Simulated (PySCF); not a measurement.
Match the calculated data to a structure.

All candidates are C7H7F3O.

- NMR, other nuclei: isotropic shieldings of nuclei other than C and H, by class: -313 (1 O), 253 (3 F) ppm [GIAO PBE0/pcSseg-1]
- 13C NMR: chemical shifts (computed TMS as zero) by class: 187.7 (1 C), 148.6 (1 C), 144.4 (1 C), 144.0 (1 C), 127.0 (1 C), 126.3 (1 C), 38.8 (1 C) ppm [GIAO PBE0/pcSseg-1]
- Rotational structure: rotational constants A, B, C: 2.506, 0.577, 0.521 GHz [GFN2-xTB]
- Dipole: 3.28 D [PBE0/pcSseg-1]
- 1H NMR: chemical shifts (computed TMS as zero) by class: 7.12 (1 H), 6.84 (1 H), 6.04 (1 H), 5.63 (1 H), 5.63 (1 H), 3.25 (2 H) ppm [GIAO PBE0/pcSseg-1]

The electronic properties come from PySCF, for the isolated species, density fitting. Levels stand in brackets. Isolated species at its GFN2-xTB geometry (one conformer only). NMR values are class means; diastereotopic atoms form classes of their own.

Question: Which candidate is it?
A. `C=CCC(=C)C(=O)C(F)(F)F`
B. `CCCc1c(C(F)(F)F)c1=O`
C. `CC[C@@H]1C=C(C(F)(F)F)C1=O`

Answer: A. It is `C=CCC(=C)C(=O)C(F)(F)F`. Numbering: `[CH2:1]=[CH:2][CH2:3][C:4](=[CH2:5])[C:6](=[O:7])[C:8]([F:9])([F:10])[F:11]`. Its formula, C7H7F3O, gives 3 degrees of unsaturation: 0 rings and 3 π bonds in the structure found. 7 carbons fall into 7 classes; from least to most shielded: ketone carbonyl carbon [C6] (187.7 ppm), fully substituted alkene carbon [C4] (148.6 ppm), terminal =CH2 carbon [C5] (144.4 ppm), alkene CH carbon [C2] (144.0 ppm), terminal =CH2 carbon [C1] (127.0 ppm), CF3 carbon [C8] (126.3 ppm), allylic carbon [C3] (38.8 ppm). Hydrogen classes from least to most shielded: 1 H on a terminal =CH2 carbon, C5 (7.12 ppm), 1 H on a terminal =CH2 carbon, C5 (6.84 ppm), 1 H on an alkene CH carbon, C2 (6.04 ppm), 1 H on a terminal =CH2 carbon, C1 (5.63 ppm), 1 H on a terminal =CH2 carbon, C1 (5.63 ppm), 2 H on an allylic carbon, C3 (3.25 ppm, a mean of values up to 1.2 ppm apart in this geometry). The other shieldings belong to: -313 ppm, ketone oxygen [O7]; 253 ppm, fluorine of a CF3 group [F9/F10/F11]. The optimised geometry has point group C1 and is an asymmetric top.

The others, at the same levels:
- `CCCc1c(C(F)(F)F)c1=O` fails: its computed 13C shifts are 182.8 (1 C), 159.3 (1 C), 147.5 (1 C), 126.0 (1 C), 33.2 (1 C), 24.3 (1 C), 15.1 (1 C) ppm, 1H shifts are 2.83 (2 H), 1.62 (2 H), 1.44 (3 H) ppm and rotational constant A is 1.895 GHz (against 2.506 GHz).
- `CC[C@@H]1C=C(C(F)(F)F)C1=O` fails: its computed 13C shifts are 189.1 (1 C), 177.2 (1 C), 150.4 (1 C), 126.3 (1 C), 65.1 (1 C), 23.2 (1 C), 12.5 (1 C) ppm, 1H shifts are 8.68 (1 H), 3.78 (1 H), 1.92 (1 H), 1.70 (1 H), 0.86 (3 H) ppm and rotational constant A is 1.932 GHz (against 2.506 GHz).

Each candidate is one conformer, not necessarily the lowest. Dipoles, sizes and rotational constants follow the conformer. The torsions of the flexible species, by atom-mapped SMILES:
- `[CH2:1]=[CH:2][CH2:3][C:4](=[CH2:5])[C:6](=[O:7])[C:8]([F:9])([F:10])[F:11]`: C1–C2–C3–C4 -121°, C2–C3–C4–C5 21°, C3–C4–C6–O7 10°, C4–C6–C8–F9 54°
- `[CH3:1][CH2:2][CH2:3][c:4]1[c:5]([C:6]([F:7])([F:8])[F:9])[c:10]1=[O:11]`: C1–C2–C3–C4 66°, C2–C3–C4–C5 135°, C4–C5–C6–F7 -169°
- `[CH3:1][CH2:2][C@@H:3]1[CH:4]=[C:5]([C:6]([F:7])([F:8])[F:9])[C:10]1=[O:11]`: C1–C2–C3–C4 47°, C4–C5–C6–F7 -119°
